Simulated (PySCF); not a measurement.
# La⁺: excitation energy

La⁺ [Xe] 5d2 (3F) → La⁺ [Xe] 4f1 5d1 (high-spin determinant), as a difference of total energies. Calculation: PySCF 2.14, in ANO-RCC-VTZP (8s7p5d3f2g1h, 104 functions); scalar relativity by spin-free X2C-1e. Correlated levels: valence: [Kr] 4d10 frozen; valence and next inner shell: [Ar] 3d10 frozen. The calculations carry no spin-orbit coupling.

| method | excitation energy (eV) |
| --- | --- |
| UHF | 8.385 |
| LDA | 7.019 |
| PBE | 7.017 |
| PBE0 | 7.427 |
| r2SCAN | 7.350 |
| MP2 (valence) | 8.059 |
| SCS-MP2 (valence) | 8.111 |
| MP2 (valence and next inner shell) | 7.969 |
| SCS-MP2 (valence and next inner shell) | 8.045 |

How much does correlation contribute at MP2 (valence and next inner shell)?

7.969 − (8.385) = -0.416 eV, measured against UHF.

A first-order spin-orbit estimate (lowest level to lowest level, LS coupling) adds 0.045 eV.

The basis was made for the ground configuration and has no added diffuse functions, so the excitation energy can come out too high.

The determinant of the upper state mixes LS terms, which raises its energy above the lowest term, most at the Hartree-Fock and MP2 levels.
